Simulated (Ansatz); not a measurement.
One change: `N[SiH2][SiH2]C=O` becomes `O=C[SiH2]Br`.

Ansatz, PBE0-D4/def2-TZVP geometries, multiplicity 1. Each molecule was computed in one conformer, which needn't be the lowest.

Scalar relativity is left out up to krypton. Spin–orbit coupling is left out; it splits and shifts lone-pair levels of the heavy atoms by tenths of an eV.

| property | `N[SiH2][SiH2]C=O` |
| --- | --- |
| size of the dipole moment (PBE/def2-TZVPP) / D | 2.91 |
| LUMO energy (PBE/def2-TZVPP) / eV | -2.71 |
| size of the dipole moment (ωB97M-V/def2-TZVPP) / D | 3.03 |
| HOMO energy (PBE/def2-TZVPP) / eV | -5.45 |
| HOMO–LUMO gap (PBE0/def2-TZVPP) / eV | 5.25 |
| HOMO–LUMO gap (ωB97M-V/def2-TZVPP) / eV | 9.67 |

**Question.** What does the change do to each property? (An estimate is asked.)

**Answer.** The calculation gave: 
| property | `O=C[SiH2]Br` | shift |
| --- | --- | --- |
| size of the dipole moment (PBE/def2-TZVPP) / D | 0.76 | -2.15 |
| LUMO energy (PBE/def2-TZVPP) / eV | -3.20 | -0.49 |
| size of the dipole moment (ωB97M-V/def2-TZVPP) / D | 0.98 | -2.05 |
| HOMO energy (PBE/def2-TZVPP) / eV | -6.00 | -0.55 |
| HOMO–LUMO gap (PBE0/def2-TZVPP) / eV | 5.38 | 0.13 |
| HOMO–LUMO gap (ωB97M-V/def2-TZVPP) / eV | 9.92 | 0.25 |

With PBE0 the HOMO falls by 0.57 eV and the LUMO falls by 0.44 eV, so the gap widens by about 0.13 eV. PBE moves the HOMO by -0.55 eV and ωB97M-V by -0.58 eV. The zero-point energy changes by -110.3 kJ/mol with -15 modes. Dipoles are sizes alone; their direction can turn.

Positive LUMOs are unbound, so they and the gaps depend on the basis.
